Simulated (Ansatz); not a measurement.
SiAu2, relaxed as a singlet with RKS PBE-D4/def2-TZVP in Ansatz, starting from the GFN2-xTB geometry. Force threshold 0.02 eV/Å.

In the def2 sets Au takes a core potential; there is no spin–orbit coupling. The relaxation made no stability test and no search for a lower SCF solution. The structure comes from a short search, and lower isomers may exist.

Start:

```xyz
3

Au   -1.718    0.346   -0.924
Au    1.212   -1.035    1.176
Si    0.506    0.689   -0.253
```

Task: Estimate the energy that the relaxation releases and the steps that it takes.

Result: 0.15 eV, in 4 steps; 2.5 s on 4 threads of Arm Neoverse V2 on a shared host. No frequencies were taken in this run, so the end may be a saddle point.

Task: Does the start keep its bonding and symmetry?

Result: By distances, no bond broke or formed. The bond that changes most is Au1–Si3, from 2.35 to 2.28 Å (atoms count from 1). Point group C2v at the start, C2v at the end, both within 0.05 Å.

Task: Predict the relaxed structure.

Result: 
```
atom   x (Å)   y (Å)   z (Å)
 Au1  -1.554   0.190  -0.754
 Au2   0.962  -0.996   1.050
 Si3   0.592   0.806  -0.296
```
Bond lengths (bridged metal pairs left out): 2 × Au–Si 2.28 Å.
